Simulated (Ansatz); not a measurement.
Steps of a relaxation of `CS[SiH2][SeH]` with RKS PBE0-D4/def2-TZVP.

```sh
$ ansatz run in.yaml --threads 4 --pin off --events-out ev --progress --plain --max-ram 10444MiB
```

```yaml
crystal:
  periodic: [false, false, false]
  atoms:
    - {symbol: C, position_ang: [0.018333, 1.458965, 0.900900]}
    - {symbol: S, position_ang: [-0.254508, -0.204214, 1.629767]}
    - {symbol: Si, position_ang: [0.118532, -1.427960, -0.095908]}
    - {symbol: Se, position_ang: [-1.230380, -0.905105, -1.903038]}
    - {symbol: H, position_ang: [-0.297214, 2.195258, 1.663954]}
    - {symbol: H, position_ang: [1.086600, 1.625110, 0.658674]}
    - {symbol: H, position_ang: [-0.601828, 1.589191, -0.008818]}
    - {symbol: H, position_ang: [1.535988, -1.314932, -0.589824]}
    - {symbol: H, position_ang: [-0.185097, -2.823219, 0.362881]}
    - {symbol: H, position_ang: [-0.107326, -0.244196, -2.615689]}
basis:
  gaussian: {orbitals: def2-TZVP}
hamiltonian: {xc: pbe0, dispersion: d4}
relax: {f_tol: 0.005, max_steps: 150}
```

Positions (Å) and forces (eV/Å) along the path, 13 of 22 steps:

```xyz
10
step=1 energy=-85183.9719 eV
C     0.018    1.459    0.901    0.017    0.183   -0.082
S    -0.255   -0.204    1.630    0.156    0.161   -0.575
Si    0.119   -1.428   -0.096    0.002    0.035    0.102
Se   -1.230   -0.905   -1.903    0.471    0.096    0.102
H    -0.297    2.195    1.664    0.154   -0.384   -0.378
H     1.087    1.625    0.659   -0.559   -0.132    0.145
H    -0.602    1.589   -0.009    0.312   -0.093    0.498
H     1.536   -1.315   -0.590   -0.338   -0.002    0.129
H    -0.185   -2.823    0.363    0.059    0.305   -0.116
H    -0.107   -0.244   -2.616   -0.276   -0.170    0.175
10
step=3 energy=-85184.0151 eV
C     0.016    1.439    0.888   -0.016   -0.050    0.054
S    -0.261   -0.203    1.614    0.000    0.042   -0.056
Si    0.115   -1.406   -0.089    0.028   -0.020    0.016
Se   -1.207   -0.890   -1.883   -0.045   -0.007    0.004
H    -0.269    2.168    1.646    0.003    0.023    0.004
H     1.065    1.581    0.632    0.016    0.007   -0.007
H    -0.611    1.572    0.007   -0.007    0.011   -0.013
H     1.514   -1.281   -0.568    0.011    0.012    0.005
H    -0.177   -2.787    0.359   -0.011   -0.013   -0.019
H    -0.102   -0.246   -2.603    0.020   -0.006    0.011
10
step=4 energy=-85184.0157 eV
C     0.016    1.446    0.892   -0.006   -0.052    0.002
S    -0.265   -0.200    1.603   -0.012    0.006    0.026
Si    0.116   -1.410   -0.092   -0.003    0.006   -0.009
Se   -1.212   -0.899   -1.884   -0.004    0.001   -0.002
H    -0.265    2.170    1.654   -0.004    0.016    0.021
H     1.065    1.586    0.634    0.028    0.010   -0.009
H    -0.611    1.588    0.013   -0.013    0.012   -0.023
H     1.517   -1.281   -0.568    0.010    0.006   -0.009
H    -0.177   -2.792    0.349   -0.001   -0.006    0.013
H    -0.101   -0.260   -2.598    0.004    0.002   -0.011
10
step=5 energy=-85184.0158 eV
C     0.018    1.443    0.895    0.105   -0.040   -0.046
S    -0.287   -0.199    1.602    0.004   -0.010   -0.001
Si    0.113   -1.405   -0.093   -0.007    0.000    0.001
Se   -1.215   -0.910   -1.890    0.002    0.004   -0.001
H    -0.255    2.167    1.659   -0.001    0.055    0.050
H     1.073    1.571    0.639   -0.094   -0.002    0.024
H    -0.606    1.601    0.016   -0.010   -0.003   -0.027
H     1.513   -1.257   -0.567   -0.001    0.002    0.005
H    -0.165   -2.789    0.353    0.003    0.000   -0.004
H    -0.106   -0.273   -2.610   -0.001   -0.005   -0.002
10
step=6 energy=-85184.0162 eV
C     0.017    1.444    0.897   -0.019    0.007    0.003
S    -0.281   -0.200    1.604    0.000   -0.001    0.002
Si    0.113   -1.403   -0.094    0.004   -0.005   -0.001
Se   -1.213   -0.901   -1.891   -0.006    0.003    0.004
H    -0.247    2.168    1.666    0.001    0.005    0.005
H     1.065    1.575    0.630    0.007   -0.008   -0.004
H    -0.618    1.602    0.024    0.007    0.000   -0.004
H     1.513   -1.259   -0.565    0.001    0.001   -0.003
H    -0.169   -2.788    0.350    0.002   -0.001    0.002
H    -0.096   -0.289   -2.619    0.005    0.001   -0.005
10
step=7 energy=-85184.0162 eV
C     0.016    1.444    0.898    0.013   -0.003   -0.004
S    -0.286   -0.200    1.604   -0.004   -0.007   -0.004
Si    0.112   -1.403   -0.094   -0.004    0.009   -0.002
Se   -1.216   -0.900   -1.890    0.002    0.001    0.008
H    -0.247    2.170    1.667    0.000    0.000    0.002
H     1.067    1.569    0.635   -0.005    0.005    0.001
H    -0.613    1.605    0.023   -0.003   -0.003   -0.001
H     1.512   -1.253   -0.567    0.001    0.000    0.002
H    -0.164   -2.789    0.350    0.000    0.001   -0.001
H    -0.097   -0.294   -2.622    0.001   -0.003   -0.002
10
step=9 energy=-85184.0164 eV
C     0.016    1.445    0.905   -0.018    0.017    0.008
S    -0.296   -0.200    1.604   -0.001   -0.002    0.003
Si    0.110   -1.397   -0.095    0.004    0.001   -0.006
Se   -1.220   -0.891   -1.889    0.009    0.011   -0.012
H    -0.238    2.170    1.677   -0.002   -0.013   -0.010
H     1.066    1.564    0.638    0.019   -0.001   -0.004
H    -0.615    1.613    0.031    0.001   -0.001    0.006
H     1.509   -1.237   -0.568    0.002   -0.002    0.001
H    -0.157   -2.785    0.345    0.000    0.000    0.003
H    -0.092   -0.334   -2.646   -0.013   -0.010    0.012
10
step=10 energy=-85184.0164 eV rejected
C     0.016    1.446    0.909   -0.014    0.013    0.010
S    -0.300   -0.201    1.603    0.004    0.006    0.002
Si    0.110   -1.392   -0.100   -0.013   -0.009    0.017
Se   -1.227   -0.879   -1.886    0.055    0.021   -0.028
H    -0.240    2.169    1.683   -0.003   -0.012   -0.011
H     1.067    1.564    0.646    0.016    0.000   -0.003
H    -0.611    1.617    0.034    0.000    0.001    0.006
H     1.509   -1.229   -0.570   -0.003    0.001   -0.009
H    -0.152   -2.781    0.342    0.003   -0.004   -0.002
H    -0.088   -0.365   -2.659   -0.045   -0.017    0.018
10
step=12 energy=-85184.0165 eV
C     0.018    1.450    0.917    0.026   -0.018   -0.011
S    -0.294   -0.200    1.604    0.005    0.003    0.000
Si    0.110   -1.388   -0.102   -0.012   -0.005    0.001
Se   -1.234   -0.861   -1.880    0.078    0.029   -0.044
H    -0.255    2.168    1.689   -0.002    0.011    0.008
H     1.072    1.577    0.667   -0.029    0.000    0.007
H    -0.601    1.617    0.035    0.002    0.003   -0.003
H     1.506   -1.228   -0.583   -0.002    0.001    0.000
H    -0.151   -2.779    0.337    0.004    0.002    0.004
H    -0.086   -0.409   -2.682   -0.071   -0.025    0.038
10
step=14 energy=-85184.0167 eV
C     0.018    1.450    0.918    0.000   -0.002   -0.005
S    -0.294   -0.200    1.604    0.001    0.001    0.004
Si    0.110   -1.388   -0.102   -0.001    0.003   -0.003
Se   -1.232   -0.856   -1.879    0.001    0.000   -0.001
H    -0.258    2.169    1.689   -0.001    0.000    0.001
H     1.072    1.579    0.671    0.000    0.001    0.002
H    -0.598    1.616    0.034    0.001    0.001    0.002
H     1.506   -1.228   -0.583    0.000    0.000    0.000
H    -0.150   -2.778    0.338    0.000   -0.002    0.000
H    -0.090   -0.413   -2.687    0.000   -0.002    0.000
10
step=17 energy=-85184.0168 eV
C     0.020    1.454    0.928   -0.002    0.004   -0.004
S    -0.291   -0.201    1.604   -0.001   -0.002    0.001
Si    0.110   -1.382   -0.107   -0.002    0.001   -0.003
Se   -1.240   -0.835   -1.874    0.011    0.003   -0.006
H    -0.274    2.168    1.696    0.001   -0.002   -0.002
H     1.076    1.590    0.698    0.000    0.000    0.001
H    -0.583    1.619    0.034    0.002    0.000    0.003
H     1.504   -1.222   -0.594    0.000    0.001    0.001
H    -0.146   -2.774    0.332    0.001   -0.001    0.002
H    -0.093   -0.469   -2.713   -0.010   -0.003    0.006
10
step=20 energy=-85184.0168 eV rejected
C     0.023    1.458    0.939    0.002    0.002    0.003
S    -0.301   -0.200    1.600    0.001   -0.001    0.000
Si    0.109   -1.373   -0.114   -0.003   -0.004    0.010
Se   -1.249   -0.818   -1.871    0.019    0.005   -0.014
H    -0.285    2.167    1.705    0.000    0.000    0.000
H     1.084    1.594    0.731   -0.003   -0.002   -0.002
H    -0.562    1.628    0.035    0.000   -0.001   -0.001
H     1.502   -1.203   -0.601   -0.001    0.000   -0.002
H    -0.135   -2.768    0.323    0.001    0.003   -0.001
H    -0.102   -0.535   -2.743   -0.017   -0.003    0.008
10
step=22 energy=-85184.0168 eV
C     0.022    1.457    0.936    0.000    0.001    0.001
S    -0.300   -0.200    1.601    0.000   -0.001    0.001
Si    0.109   -1.375   -0.112    0.000   -0.001    0.002
Se   -1.247   -0.821   -1.872    0.003    0.001   -0.003
H    -0.281    2.168    1.704    0.000    0.000    0.001
H     1.082    1.592    0.723    0.000   -0.001   -0.001
H    -0.567    1.627    0.035    0.000   -0.001   -0.001
H     1.502   -1.206   -0.599    0.000    0.000    0.000
H    -0.137   -2.769    0.324    0.001    0.002    0.000
H    -0.100   -0.523   -2.739   -0.003    0.000    0.001
```

It took 89 s on 4 threads of an Arm Neoverse V1 on a shared host, with 0.59 GiB of host memory at the peak.
